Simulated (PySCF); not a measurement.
Simulation results for CH$_{4}$BN$_{2}$

Computed with PySCF 2.14.0. Calculation on a computer-drawn molecule: the log of a Hartree-Fock and frozen-core CCSD(T) single point meant for a local Hartree-Fock minimum, with one planted fault or none, to be diagnosed. Offsets are logged minus clean, where the clean run is the same molecule without the fault. The reference is restricted for singlets and unrestricted otherwise, and also for a bond in bohr or an excited solution. Adding or removing an electron swaps singlet and doublet. The excited solution moves the top pair (singlet) or top alpha electron (doublet) to the lowest empty orbital. Highest occupied and lowest empty are orbital energies over both spins, largest force is the largest gradient component, triples share is (T) over the correlation energy, the T1 limit is 0.02 restricted and 0.045 unrestricted, electrons count all cores, a negative frequency is imaginary (commonest isotopes), and the dipole is about the centre of nuclear charge.

```xyz
8
formula=CH4BN2 meant_charge=0 meant_multiplicity=2 meant_basis=cc-pVDZ logged_electrons=29 logged_basis_functions=76 logged_SCF_converged=yes logged_spin_squared=1.0824 logged_highest_occupied=-2.0726 logged_lowest_empty=0.23382 logged_largest_force=0.13883 logged_dipole_magnitude=3.054 logged_SCF_stable_within_its_kind=no logged_energy_HF=-173.5794 possible_faults=no_fault,one_electron_removed,one_electron_added,multiplicity_raised_by_two,geometry_at_a_saddle_point,SCF_held_on_an_excited_solution,minimal_basis_STO-3G,one_bond_length_entered_in_bohr,all_coordinates_scaled
C      1.2347    -0.9082    -0.9095
N      0.2503    -1.0104     0.0821
B     -1.1096    -1.2443    -0.1520
N     -2.3149    -1.4128    -0.3505
H      2.1883    -0.4979    -0.6067
H      0.8890    -0.7361    -1.9192
H      0.5805    -1.0623     1.0232
H     -3.2522    -1.6587    -0.5155
```

Units: logged_highest_occupied, logged_lowest_empty in eV; logged_largest_force in hartree/bohr; logged_dipole_magnitude in debye; logged_energy_HF in hartree.

Drawn bonds:
| atom | other atom | order |
| --- | --- | --- |
| 1 | 2 | 1 |
| 2 | 3 | 1 |
| 3 | 4 | 2 |
| 1 | 5 | 1 |
| 1 | 6 | 1 |
| 2 | 7 | 1 |
| 4 | 8 | 1 |

Notes: coupled-cluster numbers left out as unreliable.

Question: CH$_{4}$BN$_{2}$: planted fault?
Answer: SCF held on an excited solution

Further results for CH$_{4}$BN$_{2}$:

```
HF energy offset from clean run : 124.6 kcal/mol
```
